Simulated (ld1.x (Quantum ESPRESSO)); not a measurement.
Ne (Z = 10), TM: configuration errors across variants

Ne (Z = 10), norm-conserving Troullier–Martins (Kleinman–Bylander form), made with ld1.x (Quantum ESPRESSO) 7.5 (LDA (PZ), non-relativistic). Core [He], reference 2s2 2p4 (charge +2). Waves: 2s (bound): rc 0.75 bohr; 2p (bound): rc 1.20 bohr; 3d channel at 0.1 Ry: rc 1.25 bohr. Local part: all-electron potential smoothed inside 0.60 bohr (lloc = -1). Core correction: Bessel-smoothed model core, default radius (core density twice the valence density).

All-electron excitation energies from the reference (eV): (1) 2s2 2p6 -66.083; (2) 2s2 2p5 -43.415; (3) 2s2 2p3 67.531; (4) 2s1 2p6 -20.656; (5) 2s2 2p5.5 -57.114; (6) 2s2 2p2 162.216; (7) 2s2 2p4 spin -2.252; (8) 2s2 2p5 spin -43.889.

Spin tests fill each open shell by Hund’s rule, majority spin first.

3 further variants failed, have other tests or another functional or relativity, and are left out.

Errors AE − PS in meV (a dash: test not solved or not reliable):

```tsv
change	(1)	(2)	(3)	(4)	(5)	(6)	(7)	(8)	bound ghosts
base	+105	+49	+131	+232	+82	+771	+27	+57	none
all radii but the core radius scaled by about 1.26 (s 0.94, p 1.52, d 1.58 bohr); local potential all-electron potential smoothed inside 0.76 bohr (lloc = -1)	+372	+160	+364	+566	+278	+1993	-37	+157	none
local potential all-electron potential smoothed inside 1.00 bohr (lloc = -1)	+80	+41	+119	+224	+66	+717	+27	+48	none
wave 2p (bound): rc 1.20 bohr becomes 2p (bound): rc 1.74 bohr	+643	+265	+555	+805	+471	+2929	-106	+250	none
wave 3d channel at 0.1 Ry: rc 1.25 bohr becomes 3d channel at 0.1 Ry: rc 1.08 bohr	+105	+49	+131	+232	+82	+771	+27	+57	none
local potential all-electron potential smoothed inside 0.58 bohr (lloc = -1)	+105	+50	+131	+232	+82	+772	+27	+57	none
```

Give the same row for: wave 2s (bound): rc 0.75 bohr becomes 2s (bound): rc 0.56 bohr.

+99, +47, +127, +219, +78, +748, +24, +54; bound ghosts: none.
